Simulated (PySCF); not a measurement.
A structure optimised at PBE-D3(BJ)/def2-SVP, used in a PySCF frequency run:

```xyz
8

C     -1.6931     1.5514     0.0000
Ge     0.0313     0.6719     0.0000
F      0.9855     1.1635     1.3775
F      0.9855     1.1635    -1.3775
Br    -0.0727    -1.6256     0.0000
H     -2.2524     1.2484     0.9047
H     -2.2524     1.2484    -0.9047
H     -1.5354     2.6467     0.0000
```

**Question.** Write its SMILES, formula and point group.

**Answer.** [CH3][Ge]([F])([F])[Br], CH₃BrF₂Ge, Cs

**Question.** What are its rotational constants (standard atomic weights)?

**Answer.** 3.2157, 1.2381, 1.2095 GHz
